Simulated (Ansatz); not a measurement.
Reaction (atomization): `C#CB(C)F` → B• + 3 C• + F• + 4 H•

Calculated with Ansatz (gas phase, PBE0-D4/def2-TZVP geometries, no zero-point term in ΔE). CCSD(T)/CBS is the MP2 limit (def2-TZVPP, def2-QZVPP) plus CCSD(T) − MP2 in def2-TZVPP, frozen cores. This one scheme is used for every species, atoms too. DFT in def2-TZVPP. HSE06 is defined as in plane-wave codes. Open shells (•) are unrestricted, without spin–orbit coupling. Spin–orbit coupling would lower the free atoms: a little for B, C, F.

`C#CB(C)F`:

Cartesian coordinates in Å:
```
C 1.153 -1.972 0.744
C 0.320 -1.163 0.419
B -0.694 -0.096 -0.002
C -0.271 1.329 -0.460
F -1.979 -0.436 0.024
H 1.882 -2.694 1.032
H -1.120 1.996 -0.612
H 0.286 1.255 -1.401
H 0.423 1.780 0.256
```

```json
{"level": "revPBE-D4", "ΔE (kJ/mol)": "4000.6", "difference from CCSD(T)/CBS": "17.9"}
{"level": "B97M-V", "ΔE (kJ/mol)": "4014.7", "difference from CCSD(T)/CBS": "32.0"}
{"level": "HSE06-D4", "ΔE (kJ/mol)": "4029.8", "difference from CCSD(T)/CBS": "47.1"}
{"level": "BHLYP-D4", "ΔE (kJ/mol)": "3877.4", "difference from CCSD(T)/CBS": "-105.3"}
{"level": "CAM-B3LYP", "ΔE (kJ/mol)": "4006.1", "difference from CCSD(T)/CBS": "23.4"}
{"level": "HF/def2-SVP", "ΔE (kJ/mol)": "3080.2", "difference from CCSD(T)/CBS": "-902.5"}
{"level": "HF/def2-QZVPP", "ΔE (kJ/mol)": "3030.3", "difference from CCSD(T)/CBS": "-952.4"}
{"level": "SCS-MP2/def2-QZVPP", "ΔE (kJ/mol)": "4014.6", "difference from CCSD(T)/CBS": "31.9"}
{"level": "HF/CBS(def2)", "ΔE (kJ/mol)": "3030.9", "difference from CCSD(T)/CBS": "-951.8"}
{"level": "CCSD/CBS(def2)", "ΔE (kJ/mol)": "3918.7", "difference from CCSD(T)/CBS": "-64.0"}
{"level": "CCSD(T)/CBS", "ΔE (kJ/mol)": "3982.7", "difference from CCSD(T)/CBS": "0"}
```

**Question.** What do rigid-rotor, harmonic-oscillator terms from PBE0-D4/def2-TZVP frequencies (298.15 K, 1 bar) make of the CCSD(T)/CBS value? (An estimate is asked.)

**Answer.** The calculation gave: ΔZPE = -163.3 kJ/mol, ΔH = +3856.4 kJ/mol, ΔS = 918 J/(mol·K), ΔG = +3582.7 kJ/mol. Open shells count their whole term as degenerate. Modes under 50 cm⁻¹ make the entropy rough.

Largest T1 diagnostic among the species: 0.014.

The D4 term adds +21.8 kJ/mol with B3LYP and +11.4 kJ/mol with PBE0; it sums over pairs of atoms, weighted by their polarisabilities, and B3LYP, whose exchange is more repulsive, gets the larger term. From PBE to PBE0 (25 % exact exchange), in def2-TZVPP and without D4, ΔE moves by −82.6 kJ/mol: exact exchange takes away binding that semilocal exchange gives to molecules. At CCSD(T), def2-SVP lies −141.5 kJ/mol from the extrapolated value and def2-TZVPP −88.7 kJ/mol: correlation converges slowly with the basis, and small sets miss more of it in the bonded molecule than in its fragments.

B3LYP here is the variant with VWN-RPA as its local correlation; programs differ in this.

For atomizations the MP2-based limit and the directly extrapolated one differ by several kJ/mol either way, and by 10 to 25 for some Ge, Se and Sn compounds, so smaller differences from it don't rank the levels.
